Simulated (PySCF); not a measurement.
A structure optimised at PBE-D3(BJ)/def2-SVP, used in a PySCF frequency run:

```xyz
10

Bi    -0.0648     0.1512     0.4323
O      0.4499     1.6335    -0.9909
H     -0.2608     1.5749    -1.6658
O     -1.9522    -0.1915    -0.4812
H     -1.8808    -1.0464    -0.9545
O      0.9233    -1.4971    -0.4763
C      1.3095    -1.4088    -1.8342
H      1.4135    -0.3557    -2.1882
H      2.2959    -1.9081    -1.9674
H      0.5817    -1.9231    -2.5080
```
Charge 0, spin multiplicity 1.

Problem. Write its SMILES and formula.

Solution. C[O][Bi]([OH])[OH], CH₅BiO₃

Problem. What are its rotational constants (standard atomic weights)?

Solution. 3.2182, 1.9115, 1.8471 GHz
